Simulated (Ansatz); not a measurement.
Basis-set extrapolation for AlClH$_{7}$NSi$_{2}$, SMILES `[SiH3][N]([SiH3])[AlH][Cl]` (PBE0-D4/def2-TZVP geometry, frozen core, Ansatz). Multiplicity 1, RHF reference.

```json
{"": "HF", "cc-pV(T+d)Z": "-1338.056627", "cc-pV(Q+d)Z": "-1338.074924"}
{"": "MP2 correlation", "cc-pV(T+d)Z": "-0.726537", "cc-pV(Q+d)Z": "-0.784906"}
{"": "CCSD(T) correlation", "cc-pV(T+d)Z": "-0.824119", "cc-pV(Q+d)Z": "not run"}
```

Energies in hartree. Use E(X) = E(∞) + A·exp(−5.46·√X) for Hartree–Fock and E(X) = E(∞) + B·X^(−3.05) for correlation, with X = 3 and 4, and add CCSD(T) minus MP2 of the smaller set to the MP2 limit.

Task: What is the CCSD(T) energy at the basis-set limit?

Result: HF limit: -1338.074924 + (-0.018297) × 0.30130 = -1338.08044. MP2 limit: -0.784906 + (-0.058369) × 0.71189 = -0.82646. Higher-order term: -0.824119 − (-0.726537) = -0.09758. Total: -1339.00448 hartree, 324.9 kJ/mol below CCSD(T)/cc-pV(T+d)Z.
